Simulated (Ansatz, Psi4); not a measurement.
Species: C₃H₂NS, charge 0, multiplicity 2. SMILES: [c]1nccs1
Coordinates optimised at B3LYP-D3(BJ)/def2-TZVP (Ansatz, an electronic-structure program):
```xyz
7

C      1.1642    -0.1021    -0.4273
N      0.6310    -1.2317    -0.5052
C     -0.6814    -1.2263    -0.0490
C     -1.1101    -0.0124     0.3819
S      0.1674     1.1593     0.2116
H     -1.2568    -2.1387    -0.0618
H     -2.0753     0.2559     0.7789
```
Charge 0, spin multiplicity 2.

Property: atomisation energy, in kcal/mol. Set-up: spin-orbit terms left out; six Cartesian d functions in 6-31G* and its kin unless marked 5d; valence correlation only; atomisation electronic, to ground-state atoms; dispersion terms only where a functional's name holds one; UHF or UKS for open shells; LANL2DZ with its own core potentials from Na on; 6-311+G** with 5d, 6d on Na to Ar in Ansatz; non-relativistic. First-principles rows: single points at B3LYP-D3(BJ) geometries (Ansatz). A UHF reference is markedly spin-contaminated in at least one set, which strains HF and MP2.

```csv
level,program,atomisation energy (kcal/mol)
PBE/STO-3G,Ansatz,851.3
PBE/6-31G*,Ansatz,758.6
B3LYP/6-31G,Ansatz,655.8
B3LYP/6-31G*,Ansatz,710.1
PBE0/6-311+G**,Ansatz,724.3
wB97X-D/6-311+G**,Psi4,709.3
MP2/LANL2DZ,Ansatz,540.6
wB97M-V/def2-TZVPD,Ansatz,724.8
```

No value to compare with is used here. The 7 habitual levels span 540.6 (MP2/LANL2DZ) to 851.3 kcal/mol (PBE/STO-3G); wB97M-V/def2-TZVPD gives 724.8.

The levels are drawn from those run, B3LYP/6-31G* more often than the rest, none by its result; left out are runs that failed, that the program found above a lower state of the same kind, or whose <S^2> lies over 0.5 above the pure value.
